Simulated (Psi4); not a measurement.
Psi4 input (wB97X-D/6-311+G**):

```
memory 1500 MB

molecule {
-1 1
C    -1.98162200    0.05350200   -0.04955700
C    -0.64661300   -0.10769500   -0.02088100
C     0.61059900    0.08118800    0.01894600
O     1.82236800    0.09828200    0.05112500
H    -2.47313000   -0.94822800   -0.10005000
symmetry c1
no_reorient
no_com
}

set {
  basis 6-311+G**
  reference rks
  scf_type pk
  dft_radial_points 99
  dft_spherical_points 590
  e_convergence 1e-8
  d_convergence 1e-7
  maxiter 150
}

e = energy('wb97x-d')
print_out(f'\nFINAL {e:.10f} DIPOLE {variable("CURRENT DIPOLE")[0]:.6f} {variable("CURRENT DIPOLE")[1]:.6f} {variable("CURRENT DIPOLE")[2]:.6f}\n')
```

Output:

```
   => Loading Basis Set <=

    Name: 6-311+G**
    Role: ORBITAL
    Keyword: BASIS
    atoms 1-3 entry C          line   129 file 6-311pgss.gbs
    atoms 4   entry O          line   171 file 6-311pgss.gbs
    atoms 5   entry H          line    42 file 6-311pgss.gbs

   => WB97X-D: Empirical Dispersion <=

    Chai and Head-Gordon Dispersion Correction
    Chai, J.-D.; Head-Gordon, M. (2010), J. Chem. Phys., 132: 6615-6620

        s6 =       1.000000

         ---------------------------------------------------------
                                   SCF
               by Justin Turney, Rob Parrish, Andy Simmonett
                          and Daniel G. A. Smith
                              RKS Reference
         ---------------------------------------------------------

  ==> Geometry <==

    Molecular point group: c1
    Full point group: C1

    Geometry (in Angstrom), charge = -1, multiplicity = 1:

       Center              X                  Y                   Z               Mass
    ------------   -----------------  -----------------  -----------------  -----------------
         C           -1.981622000000     0.053502000000    -0.049557000000    12.000000000000
         C           -0.646613000000    -0.107695000000    -0.020881000000    12.000000000000
         C            0.610599000000     0.081188000000     0.018946000000    12.000000000000
         O            1.822368000000     0.098282000000     0.051125000000    15.994914619570
         H           -2.473130000000    -0.948228000000    -0.100050000000     1.007825032230

  Running in c1 symmetry.

  Rotational constants: A =     15.87284  B =      0.14503  C =      0.14371 [cm^-1]
  Rotational constants: A = 475855.84647  B =   4347.75430  C =   4308.38981 [MHz]
  Nuclear repulsion =   80.715116366093881

  Charge       = -1
  Multiplicity = 1
  Electrons    = 28
  Nalpha       = 14
  Nbeta        = 14

  ==> Algorithm <==

  SCF Algorithm Type is PK.
  DIIS enabled.
  MOM disabled.
  Fractional occupation disabled.
  Guess Type is SAD.
  Energy threshold   = 1.00e-08
  Density threshold  = 1.00e-07
  Integral threshold = 1.00e-12

  ==> Primary Basis <==

  Basis Set: 6-311+G**
    Blend: 6-311+G**
    Number of shells: 44
    Number of basis functions: 94
    Number of Cartesian functions: 98
    Spherical Harmonics?: true
    Max angular momentum: 2

  ==> DFT Potential <==

   => LibXC <=

    Version 7.1.2
    S. Lehtola, C. Steigemann, M. J. T. Oliveira, and M. A. L. Marques,  SoftwareX 7, 1–5 (2018) (10.1016/j.softx.2017.11.002)

   => Composite Functional: WB97X-D <=

    wB97X-D Hyb-GGA Exchange-Correlation Functional

    J.-D. Chai and M. Head-Gordon,  Phys. Chem. Chem. Phys. 10, 6615–6620 (2008) (10.1039/B810189B)

    Deriv               =              1
    GGA                 =           TRUE
    Meta                =          FALSE

    Exchange Hybrid     =           TRUE
    MP2 Hybrid          =          FALSE

   => Exchange-Correlation Functionals <=

    1.0000   wB97X-D range-separated functional

   => Exact (HF) Exchange <=

    0.7780            HF,LR [omega = 0.2000]
    0.2220               HF

   => LibXC Density Thresholds  <==

    XC_HYB_GGA_XC_WB97X_D:  1.00E-14

   => Molecular Quadrature <=

    Radial Scheme          =       TREUTLER
    Pruning Scheme         =           NONE
    Nuclear Scheme         =       TREUTLER

    Blocking Scheme        =         OCTREE
    BS radius alpha        =              1
    Pruning alpha          =              1
    Radial Points          =             99
    Spherical Points       =            590
    Total Points           =         283999
    Total Blocks           =           2137
    Max Points             =            256
    Max Functions          =             94
    Weights Tolerance      =       1.00E-15

  ==> Integral Setup <==

  Using in-core PK algorithm.
   Calculation information:
      Number of atoms:                   5
      Number of AO shells:              44
      Number of primitives:             82
      Number of atomic orbitals:        98
      Number of basis functions:        94

      Integral cutoff                 1.00e-12
      Number of threads:                 1

  Performing in-core PK
  Using 29911035 doubles for integral storage.
  We computed 445167 shell quartets total.
  Whereas there are 490545 unique shell quartets.

  Computing range-separated integrals for PK
  We computed 445167 wK shell quartets total.
  Whereas there are 490545 wK unique shell quartets.

  ==> DiskJK: Disk-Based J/K Matrices <==

    J tasked:                  Yes
    K tasked:                  Yes
    wK tasked:                 Yes
    Omega:               2.000E-01
    Schwarz Cutoff:          1E-12


  Cached 50.0% of DFT collocation blocks in 0.316 [GiB].

  Minimum eigenvalue in the overlap matrix is 7.8579268587E-06.
  Reciprocal condition number of the overlap matrix is 1.1264050805E-06.
    Using symmetric orthogonalization.

  ==> Pre-Iterations <==

  SCF Guess: Superposition of Atomic Densities via on-the-fly atomic UHF (no occupation information).

   -------------------------
    Irrep   Nso     Nmo
   -------------------------
     A         94      94
   -------------------------
    Total      94      94
   -------------------------

  ==> Iterations <==

                        Total Energy        Delta E     RMS |[F,P]|

   @RKS iter SAD:  -188.93005349909376   -1.88930e+02   0.00000e+00
   @RKS iter   1:  -189.78612610914439   -8.56073e-01   7.19052e-03 DIIS/ADIIS
   @RKS iter   2:  -189.88086190441314   -9.47358e-02   5.96830e-03 DIIS/ADIIS
   @RKS iter   3:  -190.01686088613579   -1.35999e-01   1.03905e-03 DIIS/ADIIS
   @RKS iter   4:  -190.02111628183727   -4.25540e-03   2.59568e-04 DIIS/ADIIS
   @RKS iter   5:  -190.02146944885746   -3.53167e-04   1.13416e-04 DIIS/ADIIS
   @RKS iter   6:  -190.02153944835888   -6.99995e-05   4.32508e-05 DIIS
   @RKS iter   7:  -190.02155145112749   -1.20028e-05   2.30448e-05 DIIS
   @RKS iter   8:  -190.02155479153882   -3.34041e-06   6.35083e-06 DIIS
   @RKS iter   9:  -190.02155590022926   -1.10869e-06   1.95960e-06 DIIS
   @RKS iter  10:  -190.02155604729822   -1.47069e-07   6.27880e-07 DIIS
   @RKS iter  11:  -190.02155606714877   -1.98505e-08   1.47682e-07 DIIS
   @RKS iter  12:  -190.02155606801333   -8.64560e-10   4.52139e-08 DIIS
  Energy and wave function converged.

  ==> Post-Iterations <==

   Electrons on quadrature grid:
      Ntotal   =   27.9999999956 ; deviation = -4.445e-09

    Orbital Energies [Eh]
    ---------------------

    Doubly Occupied:

       1A    -19.075777     2A    -10.170824     3A    -10.094496
       4A    -10.078893     5A     -0.968586     6A     -0.672158
       7A     -0.555357     8A     -0.384042     9A     -0.326743
      10A     -0.313172    11A     -0.299995    12A     -0.173883
      13A     -0.159470    14A     -0.047174

    Virtual:

      15A      0.184110    16A      0.207148    17A      0.221154
      18A      0.242364    19A      0.249273    20A      0.250734
      21A      0.256710    22A      0.290578    23A      0.324165
      24A      0.325187    25A      0.342379    26A      0.360532
      27A      0.400743    28A      0.404184    29A      0.426900
      30A      0.430984    31A      0.448410    32A      0.498662
      33A      0.500795    34A      0.522558    35A      0.570191
      36A      0.676354    37A      0.753873    38A      0.798653
      39A      0.811491    40A      0.836032    41A      0.845868
      42A      0.847413    43A      0.923305    44A      0.931632
      45A      0.949420    46A      1.021891    47A      1.074595
      48A      1.157888    49A      1.234174    50A      1.304130
      51A      1.341168    52A      1.375247    53A      1.415152
      54A      1.430956    55A      1.450522    56A      1.478320
      57A      1.489172    58A      1.637722    59A      1.737540
      60A      1.768491    61A      1.790015    62A      1.937591
      63A      1.985967    64A      2.030649    65A      2.158154
      66A      2.207150    67A      2.283590    68A      2.526276
      69A      2.574453    70A      2.742590    71A      2.814614
      72A      2.860977    73A      2.971173    74A      3.070221
      75A      3.116826    76A      3.122653    77A      3.196879
      78A      3.216768    79A      3.221618    80A      3.248494
      81A      3.400049    82A      3.573893    83A      3.714190
      84A      3.768158    85A      3.807399    86A      4.076109
      87A      4.253489    88A      5.347970    89A      5.379854
      90A      5.912139    91A     23.797388    92A     24.303507
      93A     25.289832    94A     50.361568

    Final Occupation by Irrep:
              A
    DOCC [    14 ]
    NA   [    14 ]
    NB   [    14 ]

  @RKS Final Energy:  -190.02155606801333

   => Energetics <=

    Nuclear Repulsion Energy =             80.7151163660938806
    One-Electron Energy =                -422.8958880777843774
    Two-Electron Energy =                 169.6929911793614281
    DFT Exchange-Correlation Energy =     -17.5332984653359780
    Empirical Dispersion Energy =          -0.0004770703482633
    VV10 Nonlocal Energy =                  0.0000000000000000
    Total Energy =                       -190.0215560680133251

Computation Completed

Properties will be evaluated at   0.000000,   0.000000,   0.000000 [a0]

Properties computed using the SCF density matrix

 Multipole Moments:

 ------------------------------------------------------------------------------------
     Multipole            Electronic (a.u.)      Nuclear  (a.u.)        Total (a.u.)
 ------------------------------------------------------------------------------------

 L = 1.  Multiply by 2.5417464519 to convert [e a0] to [Debye]
 Dipole X            :          0.9441079           -0.0000038            0.9441041
 Dipole Y            :         -0.6294385           -0.0000038           -0.6294423
 Dipole Z            :          0.0008835           -0.0000038            0.0008797
 Magnitude           :                                                    1.1346942

 ------------------------------------------------------------------------------------

FINAL -190.0215560680 DIPOLE 0.944104 -0.629442 0.000880

*** Psi4 exiting successfully. Buy a developer a beer!
```

The dipole moment of an ion depends on the origin.

The geometry given is a B3LYP-D3(BJ)/def2-TZVP minimum.
